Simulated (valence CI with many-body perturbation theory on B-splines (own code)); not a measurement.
**Valence orbitals of Tl30+**

Method: relativistic CI+MBPT: five valence electrons over a frozen Dirac-Fock core [Kr] 4d10, a basis of 7 s, 7 p, 7 d, 7 f, 4 g, 2 h functions for each j, with the one-electron correlation potential Σ1 (screened to all orders), the two-electron term Σ2, the three-electron term Σ3, Breit, model QED; selected single and double excitations, second order for the rest, scaled by the run's own slope (own B-spline code, finite nucleus).

No measured spectrum was set against this ion. As an estimate, large intervals hold to a few tenths of a per cent, small ones and those within an open d or f shell to about a per cent. Among the levels kept, up to 950 cm⁻¹ of a level comes from second order outside the variational space, and about a tenth of that is noise between levels of different J, which matters for small intervals. Only levels of the ground parity were solved; by the run's estimate the other parity begins above the list, which can be wrong where configurations are misplaced.

These are the spectroscopic orbitals of the CI (the correlating ones are not listed), shaped by the core and the other valence electrons. h is the expectation value of the core's Dirac-Fock operator, without the valence repulsion; Σ1 is computed up to l = 3 at one energy for each symmetry, that of its lowest orbital but kept below the first core excitation, so for empty shells it is not the orbital's own correlation shift; Breit and QED include the response of the core.

```csv
Orbital,h (hartree),Σ1 (cm⁻¹),Breit (cm⁻¹),QED (cm⁻¹),⟨r⟩ (bohr)
5s1/2,-39.781,-20232,5067,4087,0.7048
6s1/2,-24.985,-6643,2425,1965,1.128
7s1/2,-17.218,-3264,1373,1130,1.640
5p1/2,-37.711,-18503,7557,196,0.7233
6p1/2,-23.94,-6598,3881,103,1.152
7p1/2,-16.602,-3289,2211,60.1,1.679
5p3/2,-35.884,-15190,4096,493,0.7635
6p3/2,-23.023,-5836,2160,261,1.200
7p3/2,-16.072,-2992,1390,153,1.736
5d3/2,-32.619,-13934,2804,-226,0.7910
6d3/2,-21.309,-5783,1558,-121,1.248
7d3/2,-15.06,-3072,935,-71.9,1.807
5d5/2,-32.243,-13236,1742,-74.3,0.8016
6d5/2,-21.114,-5549,962,-38.9,1.261
7d5/2,-14.945,-2959,588,-22.7,1.821
4f5/2,-48.767,-30906,1362,-744,0.3868
5f5/2,-28.436,-12930,695,-207,0.8214
4f7/2,-48.507,-30086,-710,-552,0.3903
5f7/2,-28.34,-12723,26.1,-146,0.8248
5g7/2,-25.152,,-131,-54.6,0.8208
5g9/2,-25.135,,-313,-37.8,0.8217
```

Among the shells of the start configuration 4f5, Σ1 is largest in size for 4f5/2, where it is 0.29 % of h.

Lowest root of each symmetry, sizes in configuration state functions:

| J | Parity | Roots | Reference | Variational | Second order | Change by selected CI (cm⁻¹) | Change by second order (cm⁻¹) |
| --- | --- | --- | --- | --- | --- | --- | --- |
| 1/2 | odd | 10 | 47 | 26515 | 88726 | -10304 | -12 |
| 3/2 | odd | 21 | 88 | 25818 | 368031 | -10334 | -242 |
| 5/2 | odd | 27 | 114 | 25550 | 274123 | -10381 | -308 |
| 7/2 | odd | 30 | 125 | 24253 | 501886 | -9535 | -446 |
| 9/2 | odd | 29 | 121 | 24288 | 207094 | -9327 | -470 |
| 11/2 | odd | 26 | 106 | 24238 | 268850 | -9439 | -497 |
| 13/2 | odd | 20 | 81 | 23253 | 795951 | -9625 | -535 |
| 15/2 | odd | 16 | 59 | 24210 | 49842 | -9879 | -427 |
| 17/2 | odd | 9 | 36 | 24009 | 470234 | -9498 | -149 |
| 19/2 | odd | 5 | 20 | 24328 | 333595 | -9531 | -47 |
| 21/2 | odd | 3 | 9 | 21096 | 3945 | -9530 | -3 |
| 23/2 | odd | 1 | 3 | 10646 | 84680 | -9484 | -8 |
